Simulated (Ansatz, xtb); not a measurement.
## Isomers of HNSSe in order of energy

6 gas-phase structures of HNSSe, found in a search over its isomers (lower ones may exist). Each was relaxed with GFN2-xTB; where two conformers were screened, the lower at r2SCAN-D4/def2-SVP is listed:

A. `S=N[SeH]`, a singlet
B. `SN=[Se]`, a singlet
C. `N=S=[Se]`, a singlet
D. `N=[Se]=S`, a singlet
E. `N1S[Se]1`, a singlet
F. `S=[NH+][Se-]`, a singlet

Task: Which do you expect lowest at r2SCAN-D4/def2-SVP, and how would the others follow?

Result: Calculated order at r2SCAN-D4/def2-SVP: C (0.0), D (5.8), F (7.6), E (20.4), A (20.5), B (21.4) kcal/mol. Less than 1 kcal/mol parts E and A; A and B, so the order within those pairs means little.

Energies above the lowest of each column, in kcal/mol; the last columns are at B3LYP-D3(BJ)/6-311G** geometries and were run for some of them only (a dash: not run or not comparable):

| structure | GFN2-xTB | HF/STO-3G | r2SCAN-D4/def2-SVP | B3LYP-D3(BJ)/6-311G** | CCSD(T)/def2-TZVPP |
| --- | --- | --- | --- | --- | --- |
| C | 0.0 | 45.2 | 0.0 | 0.0 | 0.0 |
| D | 4.0 | 68.3 | 5.8 | 5.3 | 7.3 |
| F | 12.5 | 18.1 | 7.6 | 6.1 | 14.1 |
| E | 8.3 | 0.0 | 20.4 | – | – |
| A | 22.7 | 23.9 | 20.5 | – | – |
| B | 15.5 | 17.4 | 21.4 | – | – |

CCSD(T)/def2-TZVPP puts C lowest of those it was run on; HF/STO-3G picks E. Flexible structures stand in one conformer each, not always the lowest. Frequencies (B3LYP-D3(BJ)/6-311G**) were run for C, D, F alone. Large T1 diagnostics make some coupled-cluster values less sure.

Over these structures GFN2-xTB departs from r2SCAN-D4/def2-SVP by 4.6 kcal/mol on average once a common shift is removed. A GFN2-xTB relaxation took about 0.054 s and the r2SCAN-D4/def2-SVP energy about 0.82 s on a shared host (Ansatz 0.2.0, xtb 6.7.1 (Pople sets with spherical d functions)).
